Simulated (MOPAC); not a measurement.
Input file for MOPAC: PM6 on ClGeH3O (SMILES [OH][GeH2][Cl]), a point of a torsion scan.

```
PM6 1SCF PRECISE CHARGE=0 THREADS=1
ClGeH3O

O      1.25012488 1     0.09386845 1    -0.45794355 1
Ge    -0.38393832 1    -0.24254427 1     0.02970925 1
Cl    -1.58140315 1     0.80642113 1    -1.31475205 1
H      1.85870063 1     0.51786593 1     0.14151191 1
H     -0.60870710 1     0.22561419 1     1.44891953 1
H     -0.57130046 1    -1.72229682 1    -0.14700809 1
```

Program output:

```
*******************************************************************************
 **                                                                           **
 **                              MOPAC v23.2.5                                **
 **                                                                           **
 *******************************************************************************
 ** MOPAC's Digital Object Identifier: https://doi.org/10.5281/zenodo.6511958 **
 **                                                                           **
 ** Please cite the open-source release paper for use of this MOPAC version:  **
 ** J. E. Moussa and J. J. P. Stewart (2026)                                  **
 ** MOPAC: An open-source semiempirical molecular orbital program             **
 ** J. Open Source Softw., 11(119), 8025, https://doi.org/10.21105/joss.08025 **
 *******************************************************************************

                              PM6 CALCULATION RESULTS

 *******************************************************************************
 *  PM6        - The PM6 Hamiltonian to be used
 *
 *
 *
 *                 CHARGE ON SYSTEM = 0
 *
 *
 *
 *  PRECISE    - TIGHTER CRITERIA TO BE USED
 *  1SCF       - DO 1 SCF AND THEN STOP
 *  THREADS=1  - MULTI-THREADING NOT USED
 *  T=         - A TIME OF 172800.0 SECONDS REQUESTED
 *  DUMP=N     - RESTART FILE WRITTEN EVERY 7200.0 SECONDS REQUESTED
 *******************************************************************************
PM6 1SCF PRECISE CHARGE=0 THREADS=1
 ClGeH3O

   ATOM   CHEMICAL          X               Y               Z
  NUMBER   SYMBOL      (ANGSTROMS)     (ANGSTROMS)     (ANGSTROMS)

     1       O          1.25012488  *   0.09386845  *  -0.45794355  *
     2      Ge         -0.38393832  *  -0.24254427  *   0.02970925  *
     3      Cl         -1.58140315  *   0.80642113  *  -1.31475205  *
     4       H          1.85870063  *   0.51786593  *   0.14151191  *
     5       H         -0.60870710  *   0.22561419  *   1.44891953  *
     6       H         -0.57130046  *  -1.72229682  *  -0.14700809  *



          CARTESIAN COORDINATES

    NO.       ATOM           X           Y           Z

     1         O          1.2501      0.0939     -0.4579
     2        Ge         -0.3839     -0.2425      0.0297
     3        Cl         -1.5814      0.8064     -1.3148
     4         H          1.8587      0.5179      0.1415
     5         H         -0.6087      0.2256      1.4489
     6         H         -0.5713     -1.7223     -0.1470

 General Reference for PM6:
 "Optimization of Parameters for Semiempirical Methods V: Modification of NDDO Approximations
 and Application to 70 Elements", J. J. P. Stewart, J. Mol. Mod., 13, 1173-1213 (2007)
 URL: https://link.springer.com/article/10.1007/s00894-007-0233-4

           Empirical Formula: H3 O Ge Cl  =     6 atoms



      MOLECULAR POINT GROUP   :   C1


      RHF CALCULATION, NO. OF DOUBLY OCCUPIED LEVELS = 10


 -------------------------------------------------------------------------------
 PM6 1SCF PRECISE CHARGE=0 THREADS=1
 ClGeH3O



     1SCF WAS SPECIFIED, SO BFGS WAS NOT USED
     SCF FIELD WAS ACHIEVED


                              PM6 CALCULATION
                                                       MOPAC v23.2.5 Linux




          FINAL HEAT OF FORMATION =        -70.52493 KCAL/MOL =    -295.07633 KJ/MOL


          COSMO AREA              =        105.28 SQUARE ANGSTROMS
          COSMO VOLUME            =         92.48 CUBIC ANGSTROMS

          IONIZATION POTENTIAL    =         10.650636 EV
          HOMO LUMO ENERGIES (EV) =        -10.651 -0.415
          NO. OF FILLED LEVELS    =         10
          MOLECULAR WEIGHT        =        127.0661         POINT GROUP:  C1

          MOLECULAR DIMENSIONS (Angstroms)

            Atom       Atom       Distance
            H     4   Cl     3     3.74677
           Cl     3    H     6     2.50887
            O     1    H     5     2.40276


          SCF CALCULATIONS        =          1





   ATOM   CHEMICAL          X               Y               Z
  NUMBER   SYMBOL      (ANGSTROMS)     (ANGSTROMS)     (ANGSTROMS)

     1       O          1.25012488  *   0.09386845  *  -0.45794355  *
     2      Ge         -0.38393832  *  -0.24254427  *   0.02970925  *
     3      Cl         -1.58140315  *   0.80642113  *  -1.31475205  *
     4       H          1.85870063  *   0.51786593  *   0.14151191  *
     5       H         -0.60870710  *   0.22561419  *   1.44891953  *
     6       H         -0.57130046  *  -1.72229682  *  -0.14700809  *

                             CARTESIAN COORDINATES

   1    O        1.250124880     0.093868450    -0.457943550
   2   Ge       -0.383938320    -0.242544270     0.029709250
   3   Cl       -1.581403150     0.806421130    -1.314752050
   4    H        1.858700630     0.517865930     0.141511910
   5    H       -0.608707100     0.225614190     1.448919530
   6    H       -0.571300460    -1.722296820    -0.147008090


           Empirical Formula: H3 O Ge Cl  =     6 atoms



      MOLECULAR POINT GROUP   :   C1


                  EIGENVALUES
 -28.62764 -26.45464 -20.43145 -17.08081 -14.14810 -13.80833 -12.21788 -11.53984
 -11.23138 -10.65064  -0.41497   0.61953   2.29787   2.42350   5.50932  90.36804
  90.48649  90.54271  91.20028  91.20195


              NET ATOMIC CHARGES AND DIPOLE CONTRIBUTIONS

  ATOM NO.   TYPE          CHARGE      No. of ELECS.   s-Pop       p-Pop       d-Pop
    1          O          -0.737672        6.7377     1.71485     5.02282
    2         Ge           0.682424        3.3176     1.14641     2.17117
    3         Cl          -0.302425        7.3024     1.99616     5.30284     0.00343
    4          H           0.339971        0.6600     0.66003
    5          H          -0.008344        1.0083     1.00834
    6          H           0.026047        0.9740     0.97395
 DIPOLE           X         Y         Z       TOTAL
 POINT-CHG.    -0.403    -1.678     3.784     4.159
 HYBRID         0.408     0.595    -0.278     0.773
 SUM            0.005    -1.083     3.507     3.670


          ATOMIC ORBITAL ELECTRON POPULATIONS

     Atom    s        px        py        pz      x^2-y^2     xz        z^2       yz        xy
    1  O   1.71485   1.48167   1.83868   1.70246
    2 Ge   1.14641   0.54176   0.84511   0.78430
    3 Cl   1.99616   1.74846   1.82839   1.72599   0.00036   0.00107   0.00043   0.00087   0.00070
    4  H   0.66003
    5  H   1.00834
    6  H   0.97395

 **********************
 *                    *
 * JOB ENDED NORMALLY *
 *                    *
 **********************




 == MOPAC DONE ==
```

The run finished.

Cost: very roughly 0.020 core-seconds.
